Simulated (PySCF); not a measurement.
trifluoro(fluorosilyl)silane (F4H2Si2), SMILES F[SiH2][Si](F)(F)F.

Geometry: ωB97X-D3(BJ)/def2-SVP. The values are those of a single conformer.

Two levels are set side by side: TDDFT-PBE/def2-SVPD (PySCF) and TDDFT-LC-ωPBE/def2-SVPD (PySCF). Vertical, same geometry. The lowest singlet is HOMO→LUMO 98 % with PBE and HOMO→LUMO 95 % with the other functional; states are paired by order. Differences are taken from unrounded values.

| quantity | TDDFT-LC-ωPBE |
|---|---|
| lowest singlet excitation (eV) | 7.13 |
| lowest triplet excitation (TDA) (eV) | 6.06 |
| first bright state (f over 0.05) (eV) | 8.26 |
| its oscillator strength | 0.09 |

Question: What does TDDFT-PBE give, and how far is it from TDDFT-LC-ωPBE? (The exact figures need the calculation; the answer reports its results.)

Answer: 
| quantity | TDDFT-PBE | TDDFT-PBE minus TDDFT-LC-ωPBE |
|---|---|---|
| lowest singlet excitation (eV) | 6.27 | -0.85 |
| lowest triplet excitation (TDA) (eV) | 5.51 | -0.55 |
| first bright state (f over 0.05) (eV) | 7.45 | -0.81 |
| its oscillator strength | 0.06 | -0.03 |

Functionals without exact exchange tend to place singlet excitations lower, as here. Differences between two approximate levels are no errors against the true value.

Rough cost on one machine, each run with all the roots and properties that it gave: TDDFT-LC-ωPBE against TDDFT-PBE about 10 times.
